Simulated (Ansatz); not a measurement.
Reaction (cleavage of the Si–Ge bond): `[SiH3][GeH2][SH]` + `OPS` → `OP([SiH3])S` + `[SH][GeH3]`

Isolated molecules relaxed with PBE0-D4/def2-TZVP in Ansatz; ΔE leaves out vibrations. CCSD(T)/CBS is the MP2 limit (def2-TZVPP, def2-QZVPP) plus CCSD(T) − MP2 in def2-TZVPP, frozen cores. Functionals use def2-TZVPP. B3LYP here is the variant with VWN-RPA as its local correlation; programs differ in this. For Ge outer-core shells are correlated without core-valence functions, which leaves a few kJ/mol of doubt a bond. Scalar relativity is left out up to krypton. One conformer a species, not always the lowest.

`[SiH3][GeH2][SH]`:

```xyz
9

Si   -0.537    1.501   -0.054
Ge   -0.131   -0.830    0.193
S     1.952   -1.174   -0.534
H     0.449    2.268    0.749
H    -1.910    1.811    0.424
H    -0.416    1.880   -1.485
H    -1.108   -1.677   -0.645
H    -0.239   -1.281    1.662
H     1.939   -2.498   -0.309
```

`OPS`:

Cartesian coordinates in Å:
```
O -0.109 -0.116 1.460
P -0.716 0.014 -0.067
S 0.920 -0.296 -1.367
H -0.022 0.755 1.857
H -1.093 -1.349 -0.148
H 1.020 0.992 -1.735
```

`OP([SiH3])S`:

```xyz
9

O     1.985    0.013    0.104
P     0.685    0.222   -0.885
Si   -0.891   -1.080    0.116
S    -0.249    2.000   -0.230
H     1.805    0.145    1.041
H    -1.127   -0.639    1.520
H    -0.386   -2.477    0.127
H    -2.152   -1.001   -0.664
H     0.331    2.816   -1.128
```

`[SH][GeH3]`:

Z-matrix (Å, degrees):
```
Ge
S 1 2.224
H 1 1.536 2 110.4
H 1 1.533 2 104.8 3 119.2
H 1 1.536 2 110.4 3 -121.7
H 2 1.343 1 94.6 3 60.6
```

```csv
level,ΔE (kJ/mol),difference from CCSD(T)/CBS
BLYP-D4,6.0,-4.2
B3LYP-D4,7.6,-2.6
r2SCANh-D4,7.1,-3.1
r2SCAN0-D4,7.8,-2.4
ωB97M-V,6.9,-3.3
PBE-QIDH,8.5,-1.7
PBE,8.0,-2.2
revPBE,9.8,-0.4
PBE0,9.1,-1.1
B3LYP,11.7,1.5
BHLYP,11.8,1.6
CCSD/def2-SVP,11.1,0.9
SCS-MP2/def2-TZVPP,10.2,0.0
SCS-MP2/def2-QZVPP,9.7,-0.5
HF/CBS(def2),13.2,3.0
MP2/CBS(def2),8.2,-2.0
CCSD(T)/CBS,10.2,0
```

(1) What do rigid-rotor, harmonic-oscillator terms from PBE0-D4/def2-TZVP frequencies (298.15 K, 1 bar) make of the CCSD(T)/CBS value? (Best estimate.)

Largest T1 diagnostic among the species: 0.014.

Answers

(1) The calculation gave: ΔZPE = -2.9 kJ/mol, ΔH = +7.1 kJ/mol, ΔS = -10 J/(mol·K), ΔG = +10.2 kJ/mol.

Leaving LDA and LC-ωPBE aside and taking each functional with its dispersion term where it has one, the values, not all of them listed here, spread over 9.9 kJ/mol, from B97M-V to B2PLYP. LDA lies −4.6 kJ/mol from PBE without D4. The D4 term adds −4.2 kJ/mol with B3LYP and −2.0 kJ/mol with PBE0; it sums over pairs of atoms, weighted by their polarisabilities, and B3LYP, whose exchange is more repulsive, gets the larger term.
